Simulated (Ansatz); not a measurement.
Total energies of C$_{2}$H$_{6}$ClSi (`CC[SiH]Cl`) radical.

Cartesian coordinates in Å:
```
C -1.064 -0.181 0.744
C -0.280 0.278 -0.480
Si 1.399 -0.529 -0.690
Cl 2.569 -0.127 0.965
H -1.273 -1.252 0.704
H -2.020 0.342 0.819
H -0.507 0.011 1.664
H -0.840 0.085 -1.402
H -0.105 1.361 -0.447
H 2.122 0.011 -1.878
```

Charge 0, multiplicity 2. The geometry is a stationary point of PBE0-D4/def2-TZVP. It is one conformer, not always the lowest. Basis def2-TZVPP, the Gaussian-basis code of Ansatz.

RPA on PBE orbitals: Hartree–Fock energy of these orbitals -827.68772 Eh, correlation -1.12013 Eh (frozen core).

```csv
functional,energy without D4 (Eh),D4 term (kJ/mol)
PBE,-829.12267,-21.6
revPBE,-829.40762,-65.0
r2SCAN,-829.47187,-5.2
B97M-V,-829.38518,–
PBE0,-829.20550,-18.2
B3LYP,-829.61817,-34.9
HSE06 (plane-wave form),-829.18598,-17.0
CAM-B3LYP,-829.54707,-18.6
ωB97X-V,-829.43791,–
ωB97M-V,-829.47880,–
```

(1) Give the same for LDA (SPW92), BLYP, r2SCANh, r2SCAN0, BHLYP, LC-ωPBE, B2PLYP, PBE-QIDH. (Estimate.)

B3LYP takes the VWN-RPA correlation (the form of Gaussian; ORCA's B3LYP/G). HSE06 is the plane-wave form, built on full-range PBE exchange. The double hybrids freeze the cores in their second-order part.

Results:

(1) Computed: 
| functional | energy without D4 (Eh) | D4 term (kJ/mol) |
| --- | --- | --- |
| LDA (SPW92) | -826.15884 | – |
| BLYP | -829.51858 | -47.4 |
| r2SCANh | -829.46692 | -5.6 |
| r2SCAN0 | -829.46032 | -6.2 |
| BHLYP | -829.52581 | -27.0 |
| LC-ωPBE | -829.31317 | – |
| B2PLYP | -829.24611 | – |
| PBE-QIDH | -829.02544 | – |

LC-ωPBE has ω = 0.4 bohr⁻¹.
